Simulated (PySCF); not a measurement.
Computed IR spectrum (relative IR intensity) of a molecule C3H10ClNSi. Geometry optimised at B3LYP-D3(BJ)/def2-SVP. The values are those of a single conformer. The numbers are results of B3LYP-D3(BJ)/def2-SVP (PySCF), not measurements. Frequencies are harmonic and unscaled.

Lines under 2 % of the strongest are left out, and lines within 2 cm⁻¹ are merged.

```csv
ν (cm⁻¹),relative intensity
324,4.5
378,2.9
492,40
650,13
692,6.6
758,34
880,100
892,74
1020,70
1089,2.6
1229,45
1275,17
1318,36
1430,3.7
1461,2.5
1466,7.6
1481,8.6
1502,3.0
2254,64
2968,27
2973,57
3031,47
3036,2.7
3109,8.8
3118,10
3134,2.0
```

**Question.** Which structure fits?
A) CC(C)[Si@H](N)Cl
B) CCN[Si@H](C)Cl
C) CN(C)[Si@@H](C)Cl
D) NCCC[SiH2]Cl

**Answer.** C, CN(C)[Si@@H](C)Cl
